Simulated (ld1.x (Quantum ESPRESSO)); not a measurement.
**Ranking TM potentials for H (Z = 1)**

All share these settings but for the change named:

* Element: H
* Generator: ld1.x (Quantum ESPRESSO) 7.5
* Type: norm-conserving Troullier–Martins (Kleinman–Bylander form)
* Functional: LDA (PZ)
* Relativity: scalar-relativistic
* Frozen core: none
* Valence charge: 1
* Reference configuration: 1s0.5 (charge +0.5)
* Partial waves: 1s (bound): rc 1.00 bohr; 2p channel at -0.15 Ry: rc 0.90 bohr
* Local potential: all-electron potential smoothed inside 0.75 bohr (lloc = -2)
* Core correction: none

Cutoff: the first of the cutoffs (Ry, on a coarse ladder) from which the occupation-weighted sum of valence levels, in a spherical-Bessel basis at the reference potential, stays within 10 and 1 mRy of its value at 400 Ry; the density cutoff is not measured.

The base gives 21 Ry.

Of 11 variants that were run, those that failed, showed a ghost or another fault, or gave nearly equal values are left out.

A variant can come out equal or close to the base.

(1) Rank these variants from softest to hardest (loose cutoff).
A. all radii scaled by about 0.78 (s 0.78, p 0.70 bohr); local potential all-electron potential smoothed inside 0.58 bohr (lloc = -2)
B. local potential the p channel
C. all radii scaled by about 1.08 (s 1.08, p 0.98 bohr); local potential all-electron potential smoothed inside 0.82 bohr (lloc = -2)
D. type PAW; waves now 1s (bound): rcut 0.85, rcutus 1.00 bohr; 1s channel at 2.75 Ry: rcut 0.85, rcutus 1.00 bohr; 2p channel at -0.15 Ry: rcut 0.80, rcutus 0.90 bohr; 2p channel at 0.85 Ry: rcut 0.80, rcutus 0.90 bohr; local potential all-electron potential smoothed inside 0.85 bohr (lloc = -1); augmentation BESSEL, radius 0.65 bohr

Answers

(1) D (15 Ry), C (18 Ry), B (21 Ry), A (25 Ry).
